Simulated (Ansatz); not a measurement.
Relaxation of C₂H₄AlB (8 atoms, charge 0, multiplicity 1), to a largest force component of 0.02 eV/Å in at most 50 steps.

Theory: RKS r2SCAN/def2-SVP (Ansatz).

```xyz
8
Properties=species:S:1:pos:R:3
C -0.325 0.992 -1.963
C 0.073 0.907 -0.822
B 0.520 0.699 0.589
Al -0.055 -1.213 1.209
H -0.657 1.102 -2.956
H 1.095 1.581 1.118
H -0.800 -2.174 0.221
H 0.149 -1.893 2.605
```

Task: Where does it end, and by what steps?

Result: It converged. The force dipped under the threshold on the way, but the program's further checks kept it going. After 20 steps the energy has fallen by 0.270 eV; H8 moved furthest, 1.50 Å.

| step | energy less start (eV) | largest force component (eV/Å) | accepted |
| --- | --- | --- | --- |
| 0 | 0.0000 | 1.622 | yes |
| 1 | -0.1107 | 0.239 | yes |
| 2 | -0.1222 | 0.111 | yes |
| 3 | -0.1275 | 0.080 | yes |
| 4 | -0.1262 | 0.327 | no |
| 5 | -0.1291 | 0.038 | yes |
| 6 | -0.1335 | 0.039 | yes |
| 7 | -0.1398 | 0.173 | yes |
| 8 | -0.1459 | 0.396 | yes |
| 9 | -0.1596 | 0.368 | yes |
| 10 | -0.1880 | 0.260 | yes |
| 11 | -0.2012 | 0.264 | yes |
| 12 | -0.2353 | 0.227 | yes |
| 13 | -0.2576 | 0.052 | yes |
| 14 | -0.2620 | 0.200 | yes |
| 15 | -0.2596 | 0.662 | no |
| 16 | -0.2681 | 0.046 | yes |
| 17 | -0.2691 | 0.016 | yes |
| 18 | -0.2695 | 0.017 | yes |
| 19 | -0.2689 | 0.069 | no |
| 20 | -0.2695 | 0.011 | yes |

```xyz
8
Properties=species:S:1:pos:R:3
C -0.570 1.339 -1.879
C 0.051 0.940 -0.895
B 0.744 0.385 0.316
Al -0.076 -1.330 1.259
H -1.092 1.712 -2.743
H 1.747 0.950 0.699
H 0.361 -2.802 0.821
H -1.165 -1.194 2.420
```

Whether the end is a true minimum wasn't checked by a vibrational analysis.

Run time: 43 s on 2 threads of Arm Neoverse V1 (shared host), peak memory 0.16 GiB.
